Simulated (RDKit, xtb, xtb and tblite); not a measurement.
Relaxed torsion scan: SMILES O=C[SiH2][SiH2][GeH3]. Scanned: dihedral C2–Si3–Si4–Ge5; all other coordinates were relaxed at GFN2-xTB. GFN2-xTB can order the conformers of Si and Ge chains otherwise than DFT does. Points at φ and −φ are mirror images.

Geometry of the scan point at -120° (Å):
```
13

O     -1.1739     0.6862    -1.4380
C     -1.9054     0.0324    -0.7380
Si    -1.2855    -0.9124     0.8146
Si     0.9773    -0.4520     1.0221
Ge     2.2755    -2.4019     0.9179
H     -2.9839    -0.0312    -0.9981
H     -1.6565    -2.3111     0.5551
H     -2.1778    -0.4590     1.8897
H      1.4571     0.4819     0.0018
H      1.2493     0.1854     2.3206
H      1.7075    -3.5663     1.6808
H      3.6725    -2.3066     1.4583
H      2.4838    -2.9803    -0.4509
```

Levels: GFN2-xTB (xtb and tblite); UFF // GFN2-xTB (RDKit); GFN1-xTB // GFN2-xTB (xtb).

Least-squares fit of E(φ) = a0 + Σ (a_n cos nφ + b_n sin nφ), n = 1 to 4, to the 18 scan points, in kJ/mol above the lowest point of each profile (levels whose profile four harmonics don't fit are not listed):

```json
[
 {"method": "GFN2-xTB", "a0": "13.58", "a1": "-11.26", "b1": "0.00", "a2": "-4.48", "b2": "0.00", "a3": "0.80", "b3": "0.00", "a4": "1.48", "b4": "0.00", "rms of fit": "0.55"},
 {"method": "UFF", "a0": "14.51", "a1": "17.46", "b1": "0.00", "a2": "3.56", "b2": "0.00", "a3": "-1.81", "b3": "0.00", "a4": "-2.68", "b4": "0.00", "rms of fit": "1.79"},
 {"method": "GFN1-xTB", "a0": "15.27", "a1": "-16.52", "b1": "0.00", "a2": "-1.19", "b2": "0.00", "a3": "4.34", "b3": "0.00", "a4": "-0.69", "b4": "0.00", "rms of fit": "1.66"}
]
```
